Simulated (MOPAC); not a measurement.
MOPAC input (AM1):

```
AM1 1SCF GEO-OK AUX(PRECISION=9) THREADS=1
H5PSi

Si   -1.07247900 1    0.08671500 1    0.21192300 1
P     1.12328100 1   -0.06802800 1   -0.33237500 1
H    -1.81711400 1   -0.89255900 1   -0.61340200 1
H    -1.53175300 1    1.45323300 1   -0.12913000 1
H    -1.35648400 1   -0.17410100 1    1.64265400 1
H     1.31289000 1   -1.29737100 1    0.35134200 1
H     1.55796100 1    0.71721500 1    0.76723900 1
```

From the output:

```
                                                       MOPAC v23.2.5 Linux

          FINAL HEAT OF FORMATION =         17.31259 KCAL/MOL =      72.43589 KJ/MOL

          COSMO AREA              =        105.02 SQUARE ANGSTROMS
          COSMO VOLUME            =         92.83 CUBIC ANGSTROMS

          IONIZATION POTENTIAL    =         10.382072 EV
          HOMO LUMO ENERGIES (EV) =        -10.382 -0.817
          NO. OF FILLED LEVELS    =          7
          MOLECULAR WEIGHT        =         64.0988         POINT GROUP:  Cs

          MOLECULAR DIMENSIONS (Angstroms)

            Atom       Atom       Distance
            H     7    H     3     3.98606
            H     6    H     4     3.70740
            H     5    P     2     2.63630

          SCF CALCULATIONS        =          1

   ATOM   CHEMICAL          X               Y               Z
  NUMBER   SYMBOL      (ANGSTROMS)     (ANGSTROMS)     (ANGSTROMS)

     1      Si         -1.07247900  *   0.08671500  *   0.21192300  *
     2       P          1.12328100  *  -0.06802800  *  -0.33237500  *
     3       H         -1.81711400  *  -0.89255900  *  -0.61340200  *
     4       H         -1.53175300  *   1.45323300  *  -0.12913000  *
     5       H         -1.35648400  *  -0.17410100  *   1.64265400  *
     6       H          1.31289000  *  -1.29737100  *   0.35134200  *
     7       H          1.55796100  *   0.71721500  *   0.76723900  *

                             CARTESIAN COORDINATES

   1   Si       -1.072479000     0.086715000     0.211923000
   2    P        1.123281000    -0.068028000    -0.332375000
   3    H       -1.817114000    -0.892559000    -0.613402000
   4    H       -1.531753000     1.453233000    -0.129130000
   5    H       -1.356484000    -0.174101000     1.642654000
   6    H        1.312890000    -1.297371000     0.351342000
   7    H        1.557961000     0.717215000     0.767239000

           Empirical Formula: H5 Si P  =     7 atoms

      MOLECULAR POINT GROUP   :   Cs

                  EIGENVALUES
 -21.21904 -15.76967 -13.47027 -13.02151 -12.06027 -11.61167 -10.38207  -0.81695
   0.99402   1.20373   1.38147   1.56225   1.63233

              NET ATOMIC CHARGES AND DIPOLE CONTRIBUTIONS

  ATOM NO.   TYPE          CHARGE      No. of ELECS.   s-Pop       p-Pop
    1         Si           0.639788        3.3602     0.89632     2.46389
    2          P          -0.399415        5.3994     1.85341     3.54600
    3          H          -0.136732        1.1367     1.13673
    4          H          -0.136732        1.1367     1.13673
    5          H          -0.159529        1.1595     1.15953
    6          H           0.096310        0.9037     0.90369
    7          H           0.096310        0.9037     0.90369
 DIPOLE           X         Y         Z       TOTAL
 POINT-CHG.    -0.884    -0.106     1.035     1.365
 HYBRID        -0.193    -0.323     1.681     1.722
 SUM           -1.077    -0.430     2.716     2.953

          ATOMIC ORBITAL ELECTRON POPULATIONS

     Atom    s        px        py        pz
    1 Si   0.89632   0.77197   0.86414   0.82778
    2  P   1.85341   1.23082   1.10796   1.20721
    3  H   1.13673
    4  H   1.13673
    5  H   1.15953
    6  H   0.90369
    7  H   0.90369

 **********************
 *                    *
 * JOB ENDED NORMALLY *
 *                    *
 **********************

 == MOPAC DONE ==
```

The geometry given is a B3LYP-D3(BJ)/def2-TZVP minimum.
